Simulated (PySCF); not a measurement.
## Cobalt: a sound run and one with changed settings

Sound run: Co+ [Ar] 3d8, Co(2+) [Ar] 3d7. Calculation: PySCF 2.14, in 6-31G* (5s4p2d1f, 34 functions); no relativity, point nucleus. In the sound run the correlated levels freeze [Ar]. The sound run starts from symmetry-adapted Hartree-Fock orbitals and uses a fine grid where one is needed.

Changed run: the spin-free X2C one-electron Hamiltonian (Gaussian nucleus). This setting is unsound on purpose.

```json
{"species": "Co+", "method": "UHF", "sound run (hartree)": "-1380.86053", "changed run (hartree)": "-1389.43461", "converged": "yes"}
{"species": "Co+", "method": "B3LYP", "sound run (hartree)": "-1382.20052", "changed run (hartree)": "-1390.77330", "converged": "yes"}
{"species": "Co+", "method": "M06-2X", "sound run (hartree)": "-1382.12978", "changed run (hartree)": "-1390.70294", "converged": "yes"}
{"species": "Co+", "method": "MP2", "sound run (hartree)": "-1381.01559", "changed run (hartree)": "-1389.58991", "converged": "yes"}
{"species": "Co(2+)", "method": "UHF", "sound run (hartree)": "-1380.39450", "changed run (hartree)": "-1388.97165", "converged": "yes"}
{"species": "Co(2+)", "method": "B3LYP", "sound run (hartree)": "-1381.63990", "changed run (hartree)": "-1390.21585", "converged": "yes"}
{"species": "Co(2+)", "method": "M06-2X", "sound run (hartree)": "-1381.58338", "changed run (hartree)": "-1390.15957", "converged": "yes"}
{"species": "Co(2+)", "method": "MP2", "sound run (hartree)": "-1380.48842", "changed run (hartree)": "-1389.06557", "converged": "yes"}
```

Ionisation energy of Co+:

| method | sound run (eV) | changed run (eV) |
| --- | --- | --- |
| UHF | 12.681 | 12.598 |
| B3LYP | 15.255 | 15.169 |
| M06-2X | 14.868 | 14.786 |
| MP2 | 14.345 | 14.268 |
| SCS-MP2 | 14.247 | 14.169 |

Most of the change in total energy is the relativistic energy itself. On top of that the contraction fixes the core shape for the Hamiltonian it was made with, so the changed run is not a good calculation with the other Hamiltonian either.

For comparison, NIST gives 17.084 eV between the lowest levels.
